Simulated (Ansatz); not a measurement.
CdFH (SMILES [F][CdH]) moved off its minimum; all values from Ansatz (an electronic-structure program), cores frozen in correlated methods. Elements past Kr take the def2 small-core potentials, without spin–orbit coupling.
(charge 0, multiplicity 1)
```xyz
3

Cd     0.01974     0.14321    -0.20803
H      0.02087     0.04689    -1.92801
F     -0.14751     0.01120     1.72333
```

Forces at MP2/def2-TZVPPD (eV/Å):

```csv
atom,Fx,Fy,Fz
Cd1,-0.175,-0.323,-1.236
H2,0.088,0.203,1.319
F3,0.087,0.121,-0.083
```

Q: Give the forces (eV/Å), the total energy and the dipole at CCSD(T)/def2-TZVPPD.

A: 
```
atom      Fx      Fy      Fz
----  ------  ------  ------
Cd1   -0.154  -0.282  -1.054
H2     0.084   0.178   0.991
F3     0.070   0.105   0.063
```
Energy -267.6421 hartree, dipole 2.61 D.
